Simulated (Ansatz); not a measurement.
p-cresol (C7H8O), singlet, geometry from GFN2-xTB. Base run: B3LYP/STO-3G in Ansatz (a first-principles code).

Input for Ansatz:
Ansatz 0.2 input:
```yaml
crystal:
  periodic: [false, false, false]
  atoms:
    - {symbol: C, position_ang: [-2.83485466, 0.11645217, 0.39917449]}
    - {symbol: C, position_ang: [-1.35119902, 0.04253937, 0.19543320]}
    - {symbol: C, position_ang: [-0.48079655, 0.69822704, 1.05464705]}
    - {symbol: C, position_ang: [0.88746555, 0.65034956, 0.85778854]}
    - {symbol: C, position_ang: [1.41233797, -0.06087735, -0.21302987]}
    - {symbol: O, position_ang: [2.75310773, -0.13806513, -0.44684273]}
    - {symbol: C, position_ang: [0.54999479, -0.72197732, -1.08106165]}
    - {symbol: C, position_ang: [-0.81332749, -0.66596930, -0.87292005]}
    - {symbol: H, position_ang: [-3.32025483, -0.78818912, 0.04028342]}
    - {symbol: H, position_ang: [-3.07584159, 0.25269851, 1.45093519]}
    - {symbol: H, position_ang: [-3.24713136, 0.96147983, -0.15374877]}
    - {symbol: H, position_ang: [-0.87489984, 1.25504510, 1.89283045]}
    - {symbol: H, position_ang: [1.55226643, 1.16616706, 1.53910024]}
    - {symbol: H, position_ang: [3.22889816, 0.36194627, 0.22698678]}
    - {symbol: H, position_ang: [0.96800090, -1.27300046, -1.90846528]}
    - {symbol: H, position_ang: [-1.47362327, -1.18409113, -1.55337055]}
basis:
  gaussian:
    orbitals: STO-3G
hamiltonian:
  xc: b3lyp
```

Variants of this job, named by their change:

| change | basis functions | E (Eh) |
|---|---|---|
| base | 48 | -342.41343 |
| basis = 6-31G | 88 | -346.69306 |
| basis = 3-21G | 88 | -344.87499 |
| basis = pcseg-0 | 88 | -345.89495 |
| basis = def2-SV(P) | 128 | -346.50910 |
| basis = 6-31G* | 136 | -346.78084 |
| basis = pc-1 | 152 | -346.73127 |
| basis = def2-SVP | 152 | -346.53547 |
| basis = cc-pVDZ | 152 | -346.80440 |
| basis = pcseg-1 | 152 | -346.72575 |
| basis = 6-311++G** | 232 | -346.88462 |
| basis = aug-cc-pVDZ | 256 | -346.82962 |
| basis = 6-311+G(2d,p) | 264 | -346.89411 |

Totals compare only among sets that treat the same electrons; sets with core potentials leave the core out.
